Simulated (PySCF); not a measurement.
Species: CBr4.
InChI=1S/CBr4/c2-1(3,4)5

A linear-response calculation (PySCF, def2-SVPD basis, gas phase, vertical, core orbitals frozen in the response) gave these numbers; the functional is withheld.

Orbital energies (eV): HOMO-3 -11.03, HOMO-2 -10.17, HOMO-1 -10.17, HOMO -10.17, LUMO -0.85, LUMO+1 0.69, LUMO+2 0.69.

```
state  E (eV)       f  main configurations (H = HOMO, L = LUMO)
   S1    4.64  0.0000                        H-2/H-1/H→L (≥88%)
   S2    4.64  0.0000                        H-2/H-1/H→L (≥90%)
   S3    4.64  0.0000                        H-2/H-1/H→L (≥90%)
   S4    5.48   0.022                  H-3→L (41%), H-4→L (33%)
   S5    5.48   0.022                  H-4→L (41%), H-3→L (33%)
   S6    5.48   0.022                               H-5→L (74%)
```

Triplets, Tamm–Dancoff:

| state | E (eV) | λ (nm) | main configurations (H = HOMO, L = LUMO) |
| --- | --- | --- | --- |
| T1 | 4.16 | 298.1 | H-2/H-1/H→L (≥76%) |
| T2 | 4.16 | 298.0 | H-2/H-1/H→L (≥81%) |
| T3 | 4.16 | 298.0 | H-2/H-1/H→L (≥78%) |

Vertical ionisation energy by ΔSCF with the same functional: 10.46 eV. Mean static polarisability: 97.8 au.

Orbitals of the list HOMO-3 to LUMO+2 that lie within 0.01 eV of each other are written together with a slash and their weights summed (≥ marks a lower bound); for degenerate orbitals outside that list single weights are arbitrary.

Problem. Which of these was used?
A. HF
B. PBE0
C. wB97X-D
D. PBE

Solution. C. wB97X-D is range-separated, 22% exact exchange at short range and 100% at long range (ω = 0.2 bohr⁻¹). In this run −ε(HOMO) = 10.17 eV differs from the ΔSCF value by -0.29 eV, and S1 differs from the orbital gap of 9.32 eV by -4.68 eV. The ratio −ε(HOMO)/IP is 0.97. Small neutral molecules mostly give 0.89 to 0.99 with wB97X-D, 0.5 to 0.7 with PBE, 0.7 to 0.83 with PBE0; with Hartree–Fock the ratio is 1 or more (Koopmans' value less the relaxation energy is the ΔSCF value). The other options: PBE, a GGA without exact exchange; HF, time-dependent Hartree–Fock, 100% exact exchange; PBE0, a global hybrid with 25% exact exchange.

The calculation used PySCF 2.14.0, density-fitted response routines, TDDFT wB97X-D/def2-SVPD, vertical, gas phase, core orbitals frozen in the response. Geometry: PBE0-D3(BJ)/def2-SVP; no solvent, vibrations or thermal averaging. The wB97X-D/def2-SVPD calculation is non-relativistic and has no spin–orbit coupling, an omission that weighs most on bromine.
